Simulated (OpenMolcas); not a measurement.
## Mn3+ in a point-charge field

Mn3+ among 6 point charges of -1 e arranged as a tetragonal octahedron (D4h), 1.69 Å from the ion, with the axial distance 1.842 Å.
```
   1.6900    0.0000    0.0000  -1.00
   0.0000    1.6900    0.0000  -1.00
  -1.6900    0.0000    0.0000  -1.00
   0.0000   -1.6900    0.0000  -1.00
   0.0000    0.0000    1.8421  -1.00
   0.0000    0.0000   -1.8421  -1.00
```

- Program: OpenMolcas 26.06
- Method: CASSCF
- Basis: ANO-RCC-VDZP [5s4p2d1f]
- Scalar Hamiltonian: DKH2, point nucleus
- Active space: 4 electrons in 5 orbitals (3d)
- State averaging: 2S+1 = 5 even, 5 roots; 2S+1 = 3 even, 45 roots; 2S+1 = 1 even, 50 roots
- Spin-orbit coupling: RASSI with atomic mean-field integrals over the reference wave functions

The lowest spin-free states (labels of D4, the rotations of D4h), above the lowest:

```csv
State,Degeneracy,E (cm-1),Free-ion L (%)
5B1,1,0.0,D (100)
5A1,1,2454,D (100)
5B2,1,3910,D (100)
5E,2,5162,D (100)
3E,2,22660,H (71)
3A2,1,23120,H (79)
3B1,1,24262,H (93)
3A1,1,25267,H (96)
3A2,1,25981,P (48)
3E,2,26121,H (70)
3E,2,26385,H (51)
3B2,1,26629,H (80)
3B1,1,28371,F (97)
3A2,1,28793,H (56)
3E,2,29216,H (56)
3B2,1,29726,F (67)
3A1,1,30357,G (96)
3E,2,30627,F (65)
3B1,1,32107,G (90)
3E,2,32285,G (76)
```

The lowest levels with spin-orbit coupling:

```tsv
E (cm-1)	Degeneracy	Label	2S+1	g
0.0	1	A1	5	
0.2	1	A2	5	
30.0	2	E	5	0.00 0.00 3.60
40.1	1	B1	5	
2433	1	A1	5	
2445	2	E	5	0.00 0.00 4.00
2484	1	B2	5	
2484	1	B1	5	
3922	1	B2	5	
3936	2	E	5	0.00 0.00 4.38
3978	1	A2	5	
3980	1	A1	5	
5040	2	E	5	0.00 0.00 5.95
5135	1	A2	5	
5187	1	A1	5	
5262	2	E	5	0.00 0.00 1.93
5332	1	B1	5	
5358	1	B2	5	
5415	2	E	5	0.00 0.00 9.91
22620	1	A1	3
```

Powder χT (cm3 K/mol): 1.71 at 2 K, 2.06 at 10 K, 2.63 at 50 K, 2.72 at 100 K, 2.77 at 200 K, 2.8 at 300 K. The effective moment at 300 K is 2.828 √(χT) = 4.73 μB.

The lowest level has 2S+1 = 5, for which the spin-only value is χT = S(S+1) / 2 = 3.000 cm3 K/mol (g = 2). The computed 2.798 at 300 K differs by -0.202, through orbital momentum, spin-orbit coupling and any other state in reach.

Without dynamic correlation the repulsion within the d shell is too large (B by tens of per cent), so at a given field states of lower spin stand too high. This is an electrostatic model: the charges have no orbitals. No measured value stands beside these numbers.

With an even number of electrons the g values are those of a degenerate or nearly degenerate non-Kramers pair.
